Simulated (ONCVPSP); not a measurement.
## An all-electron radial function and its pseudo partner (Co (Z = 27))

Columns: radius, all-electron u(r) and pseudo u(r) of the 3d shell (level -21.90 eV) of cobalt in the configuration [Ne] 3s2 3p6 3d7 4s0.5; Wu-Cohen, scalar-relativistic, ONCV scheme, ONCVPSP 4.0.1.

| r (bohr) | all-electron | pseudo |
| --- | --- | --- |
| 0.080 | 0.0493 | 0.0052 |
| 0.160 | 0.2178 | 0.0395 |
| 0.240 | 0.4314 | 0.1225 |
| 0.320 | 0.6271 | 0.2596 |
| 0.400 | 0.7781 | 0.4387 |
| 0.480 | 0.8803 | 0.6358 |
| 0.560 | 0.9386 | 0.8212 |
| 0.640 | 0.9614 | 0.9682 |
| 0.720 | 0.9583 | 1.0597 |
| 0.800 | 0.9372 | 1.0912 |
| 0.880 | 0.9044 | 1.0697 |
| 0.960 | 0.8647 | 1.0106 |
| 1.040 | 0.8210 | 0.9314 |
| 1.120 | 0.7757 | 0.8479 |
| 1.200 | 0.7302 | 0.7703 |
| 1.280 | 0.6854 | 0.7037 |
| 1.360 | 0.6418 | 0.6481 |
| 1.440 | 0.6000 | 0.6013 |
| 1.520 | 0.5600 | 0.5601 |
| 1.600 | 0.5221 | 0.5220 |
| 1.680 | 0.4862 | 0.4862 |
| 1.760 | 0.4524 | 0.4523 |
| 1.840 | 0.4206 | 0.4205 |
| 1.920 | 0.3907 | 0.3907 |
| 2.000 | 0.3627 | 0.3627 |
| 2.080 | 0.3365 | 0.3365 |

(1) How many radial nodes do the two functions have?

(2) At about which radius was the pseudo-wave matched?

(3) Is the pseudo-wave norm-conserving?

## Answers

(1) The all-electron 3d function has n − l − 1 = 0; the pseudo-wave has 0.

(2) 1.60 bohr, where the columns begin to agree (steps of 0.08 bohr).

(3) Yes: the ONCV scheme keeps the norm inside the radius equal to the all-electron one, which fixes the energy derivative of the logarithmic derivative at the level.
